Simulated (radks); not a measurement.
The mean radii <r> (bohr) of the occupied orbitals of an atom or ion are listed with their occupations. Method: scalar-relativistic Kohn-Sham, BLYP, spin-polarised, spherical densities, point nucleus; computed with a radial shooting solver on a logarithmic mesh with Libxc functionals.

| orbital | occ. | <r> |
|---|---|---|
| 1s | 2 | 0.03707 |
| 2s | 2 | 0.1626 |
| 2p | 6 | 0.1417 |
| 3s | 2 | 0.4585 |
| 3p | 6 | 0.4620 |
| 3d | 10 | 0.4521 |
| 4s | 2 | 1.189 |
| 4p | 6 | 1.317 |

Name the element and its charge. Open shells, if any, are filled with parallel spins first.

Answer. Z = 40, zirconium, charge +4: Zr4+ in [Kr]. The 1s radius gives Z: for a bare nucleus <r> = (2 gamma + 1)/(2Z) with gamma = sqrt(1 - (Z/c)^2), 0.03641 bohr for Z = 40, and screening makes it slightly larger (0.03707 here). The occupations add up to 36, and the charge is Z minus that.
